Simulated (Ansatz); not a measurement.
CH4O2SSi (`O[SiH2]OC=S`). Charge 0, multiplicity 1.

```xyz
9

O    -0.140   -1.903    0.491
Si    0.139   -0.366    0.952
O    -0.519    0.726   -0.132
C     0.051    1.142   -1.259
S    -0.668    2.072   -2.354
H    -1.035   -2.244    0.505
H    -0.520   -0.023    2.228
H     1.607   -0.204    0.956
H     1.084    0.799   -1.386
```

Question: What are the harmonic wavenumbers in cm⁻¹ at PBE0-D4/def2-TZVP (Ansatz, finite differences of forces, unscaled)? (An estimate is asked.)

Answer: Computed: 59, 80, 169, 256, 321, 401, 639, 757, 812, 849, 907, 931, 933, 974, 1059, 1284, 1424, 2271, 2282, 3065, 3923.

Question: Is this a minimum?

Answer: Yes, all 21 modes are real.

Question: Give the ideal-gas thermochemistry at 298.15 K and 1 bar (rigid rotor, harmonic oscillator; point group C1, symmetry number 1).

Answer: Zero-point energy 139.9 kJ/mol; H(298) − E = 160.3 kJ/mol; entropy 349.9 J/(mol·K), of which translation 167.3, rotation 114.0, vibration 68.6; G(298) − E = 56.0 kJ/mol. Modes under 100 cm⁻¹ are hindered rotations or soft bends, so the harmonic entropy is rough.
